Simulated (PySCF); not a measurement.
Compound: C6H3F2O2 (charge -1).
Z-matrix (Å and degrees, GFN2-xTB geometry), rows numbered from 1:
```
O 
C   1  1.2355
O   2  1.2380  1  130.33
C   2  1.5577  1  115.21  3   179.97
C   4  1.3478  2  128.48  1     0.01
C   5  1.4423  4  109.01  2   179.99
F   6  1.3549  5  123.68  4   179.96
C   6  1.3412  5  109.63  4    -0.06
F   8  1.3575  6  128.00  5   179.98
C   8  1.4866  6  109.58  5     0.06
H   5  1.0729  4  126.66  2    -0.00
H  10  1.0911  4  110.78  2    59.05
H  10  1.0911  4  110.74  2   -58.96
```

NICS is the negative of the GIAO shielding at a point without a nucleus: at the ring centre (0) and 1 Å above and below it (1); zz is the component along the ring normal. Level: GIAO PBE0/pcSseg-1 (PySCF, non-relativistic, gas phase) on the GFN2-xTB geometry, one conformer.

Ring bond lengths (Å), with Mayer bond orders in brackets: C4–C5 1.348 (1.69), C5–C6 1.442 (1.08), C6–C8 1.341 (1.69), C8–C10 1.487 (1.04), C10–C4 1.502 (1.02).

Question: Give the NICS values of each ring in ppm.

Answer: 
```json
{"ring": "C4–C5–C6–C8–C10", "type": "5-membered carbocycle; formal bonds 2 double, 3 single", "NICS(0)": "-7.6", "NICS(1), two faces": "-5.1 / -5.1", "NICS(1)zz, two faces": "-6.8 / -6.8", "rms pucker (Å)": "0.00", "centre to ring atoms, mean (Å)": "1.21"}
```

Question: What can be read from them?

Answer: 
- C4–C5–C6–C8–C10: mean NICS(1)zz -6.8 ppm, shielded. C10 has four or more neighbours, and the NICS criterion for π rings isn't applied.

Question: What are the shieldings of the ring atoms and their hydrogens in the same run (means over atoms taken as equivalent)?

Answer: 
```json
{"atoms": "C4", "environment": "fully substituted alkene carbon", "σ isotropic (ppm)": "27.1", "principal values of the symmetric part, first atom (ppm)": "-79.8, 22.8, 138.4"}
{"atoms": "C5", "environment": "alkene CH carbon", "σ isotropic (ppm)": "64.3", "principal values of the symmetric part, first atom (ppm)": "-30.1, 80.3, 142.6"}
{"atoms": "C6", "environment": "vinylic C–F carbon", "σ isotropic (ppm)": "34.6", "principal values of the symmetric part, first atom (ppm)": "-24.9, 61.0, 67.7"}
{"atoms": "C8", "environment": "vinylic C–F carbon", "σ isotropic (ppm)": "35.7", "principal values of the symmetric part, first atom (ppm)": "-11.7, 54.2, 64.7"}
{"atoms": "C10", "environment": "allylic carbon", "σ isotropic (ppm)": "146.7", "principal values of the symmetric part, first atom (ppm)": "138.1, 143.3, 158.6"}
{"atoms": "H11", "environment": "vinylic hydrogen", "σ isotropic (ppm)": "25.48", "principal values of the symmetric part, first atom (ppm)": "23.9, 25.2, 27.3"}
{"atoms": "H12 (×2)", "environment": "methylene hydrogen", "σ isotropic (ppm)": "28.64", "principal values of the symmetric part, first atom (ppm)": "24.3, 28.1, 33.6"}
```

Time: 29 s wall; peak memory 0.81 GiB. Hardware: Intel Xeon Platinum 8488C, one thread, shared host. This is the whole shielding run at PBE0/pcSseg-1, SCF included.
